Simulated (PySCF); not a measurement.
**C: excitation energy**

C [He] 2s2 2p2 (3P) → C [He] 2s1 2p3, s spin flipped, as a difference of total energies. All numbers are calculated (PySCF 2.14, the non-relativistic Hamiltonian (point nucleus), in def2-QZVPPD). Correlated levels: valence: 1s2 frozen. The calculations carry no spin-orbit coupling.

| method | excitation energy (eV) |
| --- | --- |
| UHF | 11.982 |
| MP2 (valence) | 10.268 |
| SCS-MP2 (valence) | 10.175 |

Task: How much does correlation contribute at MP2 (valence)?

Result: 10.268 − (11.982) = -1.714 eV, measured against UHF.

The upper determinant mixes two multiplicities, so it lies between the two terms.

The coupled-cluster amplitudes are large for the upper state (T1 above 0.03 or a double amplitude above 0.15), so a single reference is strained.
